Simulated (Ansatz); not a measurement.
`[CH3][Zr]([F])([F])[F]` + NH₃ → `[CH3][Zr]([NH2])([F])[F]` + H–F at 298.15 K and 1 bar (ligand exchange at a Zr–F bond).

Isolated molecules relaxed with PBE0-D4/def2-TZVP in Ansatz; ΔE leaves out vibrations. CCSD(T)/CBS adds triple-zeta CCSD(T) − MP2 to the extrapolated MP2 energy (def2 sets, frozen cores). This one scheme is used for every species. Elements past krypton have def2 core potentials. For Zr outer-core shells are correlated without core-valence functions, which leaves a few kJ/mol of doubt a bond. Each species was taken in one conformer, which may not be the lowest.

```
                   species  CCSD(T)/CBS energy (Eh)  H − E (kJ/mol)  S (J/(mol·K))
  `[CH3][Zr]([F])([F])[F]`               -386.47392           128.8          361.8
                       NH₃                -56.50880           100.5          192.4
`[CH3][Zr]([NH2])([F])[F]`               -342.54494           190.6          385.1
                       H–F               -100.39570            33.5          173.6
```

H − E and S are ideal-gas, rigid-rotor, harmonic terms from PBE0-D4/def2-TZVP, for one conformer and one mirror image of each species. 1 Eh = 2625.50 kJ/mol, R = 8.31446 J/(mol·K).

By hand: ΔE, ΔH, ΔS and ΔG.

ΔE = (-342.54494) + (-100.39570) − (-386.47392) − (-56.50880) = 0.04208 Eh = 110.5 kJ/mol. Δ(H − E) = 190.6 + 33.5 − 128.8 − 100.5 = -5.2, so ΔH = 105.3 kJ/mol. ΔS = 385.1 + 173.6 − 361.8 − 192.4 = 4.5 J/(mol·K). ΔG = 105.3 − 298.15 × (4.5)/1000 = 104.0 kJ/mol.

By hand: the equilibrium constant, and the temperature at which ΔG would vanish if ΔH and ΔS stayed fixed.

log₁₀ K = −ΔG/(RT ln 10) = -18.2. ΔG = 0 at ΔH/ΔS = 23400 K, far beyond where these terms or the molecules hold.

The number of gas molecules stays the same, so ΔS is small and ΔH decides. A doubt of 5 kJ/mol in ΔE shifts log₁₀ K by 0.9 here. Other conformers and mirror images would add mixing entropy, several J/(mol·K) or more a flexible species. These are equilibria of isolated gas molecules and say nothing of rates. Largest T1 diagnostic: 0.017 (customary marks: 0.02 for closed shells, 0.045 for open ones).
